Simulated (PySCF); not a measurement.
Structure with atom numbers: `[CH:1]#[C:2][C:3]#[C:4][C@@H:5]([F:6])[C:7]([F:8])([F:9])[F:10]`. Hydrogens are named by the atom that carries them.

PySCF calculation with GFN2-xTB geometry and shieldings: GIAO PBE0/pcSseg-1; one conformer, relativity neglected, no solvent, fast rotation and ring inversion assumed for equivalent nuclei.

Shifts are taken against calculated references (same method and geometry level): ¹³C (σref 186.93) vs TMS.

Do the ¹³C shifts follow the atomic charges (in e)? Tabulate both.

## Answers


```
atoms  hybridisation  δ (ppm)  σ para (ppm)  Hirshfeld    IAO  Mulliken  ESP-fitted
   C7            sp3    131.0          -187      +0.25  +0.81     +0.78       +0.46
   C3             sp     86.0          -145      -0.01  +0.00     +0.12       -0.05
   C5            sp3     83.7          -140      +0.06  +0.13     +0.13       +0.02
   C1             sp     80.1          -155      -0.05  -0.16     -0.31       -0.38
   C2             sp     72.3          -133      -0.03  -0.03     +0.25       +0.12
   C4             sp     68.6          -146      -0.04  -0.04     -0.14       -0.04
```

Correlation coefficients of δ with charge over these carbons: Hirshfeld +0.95, IAO +0.95, Mulliken +0.83, ESP-fitted +0.71; with the paramagnetic shielding -0.90. Among the 4 sp carbons alone: Hirshfeld +0.44, IAO -0.03, Mulliken +0.02, ESP-fitted -0.41. With so few points, grouped by hybridisation, these coefficients are fragile. Charge is one influence among several: hybridisation and low-lying excitations act through the paramagnetic term.

Shifts are as computed. Against solution values, carbons near 30 ppm lie about +3 ppm off and those near 130 ppm about +5 ppm. Of 1211 compounds with measured shifts, 218 miss one by over three times the rms of a fit or turn the order of signals round; such compounds aren't used in these exercises.
